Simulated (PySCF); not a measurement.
F2Ge, singlet, geometry from GFN2-xTB of the parent state; R2SCAN/6-31G* (PySCF).

PySCF was given this input:
```python
from pyscf import gto, scf, dft

mol = gto.Mole()
mol.atom = '''
    Ge    0.01273408   -0.00945855    0.40380931
    F     0.85130033    1.56847282   -0.70909783
    F    -0.89657706   -1.53484242   -0.72666861
'''
mol.basis = '6-31g*'
mol.verbose = 4
mol.build()

mf = dft.RKS(mol)
mf.xc = 'r2scan'
mf.kernel()
```

It wrote (shortened):

```
PySCF version 2.14.0

[INPUT] verbose = 4
[INPUT] num. atoms = 3
[INPUT] num. electrons = 50
[INPUT] charge = 0
[INPUT] spin (= nelec alpha-beta = 2S) = 0
[INPUT] symmetry False subgroup None
[INPUT] Mole.unit = angstrom
[INPUT] Symbol           X                Y                Z      unit          X                Y                Z       unit  Magmom
[INPUT]  1 Ge     0.012734080000  -0.009458550000   0.403809310000 AA    0.024063923648  -0.017874069036   0.763089002450 Bohr   0.0
[INPUT]  2 F      0.851300330000   1.568472820000  -0.709097830000 AA    1.608724473452   2.963984063624  -1.340000694223 Bohr   0.0
[INPUT]  3 F     -0.896577060000  -1.534842420000  -0.726668610000 AA   -1.694285092968  -2.900431818165  -1.373204656218 Bohr   0.0

nuclear repulsion = 156.825620326535
number of shells = 24
number of NR pGTOs = 149
number of NR cGTOs = 60
basis = 6-31g*
ecp = {}

******** <class 'pyscf.dft.rks.RKS'> ********
method = RKS
initial guess = minao
damping factor = 0
level_shift factor = 0
DIIS = <class 'pyscf.scf.diis.CDIIS'>
diis_start_cycle = 1
diis_space = 8
diis_damp = 0
SCF conv_tol = 1e-09
SCF conv_tol_grad = None
SCF max_cycles = 50
direct_scf = True
direct_scf_tol = 1e-13
XC library pyscf.dft.libxc version 7.1.2
    S. Lehtola, C. Steigemann, M. J. T. Oliveira, and M. A. L. Marques,  SoftwareX 7, 1–5 (2018)
XC functionals = r2scan
    J. W. Furness, A. D. Kaplan, J. Ning, J. P. Perdew, and J. Sun,  J. Phys. Chem. Lett. 11, 8208–8215 (2020)
    J. W. Furness, A. D. Kaplan, J. Ning, J. P. Perdew, and J. Sun,  J. Phys. Chem. Lett. 11, 9248–9248 (2020)
    J. W. Furness, A. D. Kaplan, J. Ning, J. P. Perdew, and J. Sun,  J. Phys. Chem. Lett. 11, 8208–8215 (2020)
    J. W. Furness, A. D. Kaplan, J. Ning, J. P. Perdew, and J. Sun,  J. Phys. Chem. Lett. 11, 9248–9248 (2020)
radial grids:
    Treutler-Ahlrichs [JCP 102, 346 (1995); DOI:10.1063/1.469408] (M4) radial grids

becke partition: Becke, JCP 88, 2547 (1988); DOI:10.1063/1.454033
pruning grids: <function nwchem_prune>
grids dens level: 3
symmetrized grids: False
atomic radii adjust function: <function treutler_atomic_radii_adjust>
small_rho_cutoff = 0
Set gradient conv threshold to 3.16228e-05
Initial guess from minao.
tot grids = 49168
init E= -2275.42993651871
  HOMO = -0.341907248278047  LUMO = -0.12802001938069  gap/eV = 5.82017
cycle= 1 E= -2275.98432181748  delta_E= -0.554  |g|= 1.22  |ddm|= 1.37
  HOMO = -0.0433338692991181  LUMO = -0.0250743432849552  gap/eV = 0.49687
cycle= 2 E= -2270.65557664416  delta_E= 5.33  |g|= 4.46  |ddm|= 4.24
  HOMO = -0.289126654318157  LUMO = -0.135488745314118  gap/eV = 4.18070
cycle= 3 E= -2276.27396492046  delta_E= -5.62  |g|= 0.238  |ddm|=  3.8
  HOMO = -0.274425363699032  LUMO = -0.165312351547835  gap/eV = 2.96912
cycle= 4 E= -2276.27515665045  delta_E= -0.00119  |g|= 0.294  |ddm|= 0.545
  HOMO = -0.286196256764216  LUMO = -0.165843895571357  gap/eV = 3.27495
cycle= 5 E= -2276.29159132678  delta_E= -0.0164  |g|= 0.0838  |ddm|= 0.156
  HOMO = -0.287153240091255  LUMO = -0.162033335480919  gap/eV = 3.40469
cycle= 6 E= -2276.29325393834  delta_E= -0.00166  |g|= 0.0272  |ddm|= 0.0626
  HOMO = -0.288337020054942  LUMO = -0.16121829189492  gap/eV = 3.45908
cycle= 7 E= -2276.29339615447  delta_E= -0.000142  |g|= 0.0115  |ddm|= 0.0235
  HOMO = -0.288454502243963  LUMO = -0.161178601610411  gap/eV = 3.46335
cycle= 8 E= -2276.29342454469  delta_E= -2.84e-05  |g|= 0.000874  |ddm|= 0.00919
  HOMO = -0.288456806770796  LUMO = -0.161179947962225  gap/eV = 3.46338
cycle= 9 E= -2276.29342475311  delta_E= -2.08e-07  |g|= 0.000331  |ddm|= 0.00153
  HOMO = -0.288422275231029  LUMO = -0.161166009998316  gap/eV = 3.46282
cycle= 10 E= -2276.29342478043  delta_E= -2.73e-08  |g|= 3.14e-05  |ddm|= 0.000323
  HOMO = -0.288420187360695  LUMO = -0.161164934062019  gap/eV = 3.46279
cycle= 11 E= -2276.2934247806  delta_E= -1.73e-10  |g|= 8.34e-06  |ddm|= 1.72e-05
  HOMO = -0.288418177181208  LUMO = -0.16116543055546  gap/eV = 3.46272
Extra cycle  E= -2276.29342478045  delta_E= 1.48e-10  |g|= 2.81e-05  |ddm|= 2.86e-05
converged SCF energy = -2276.29342478045
```
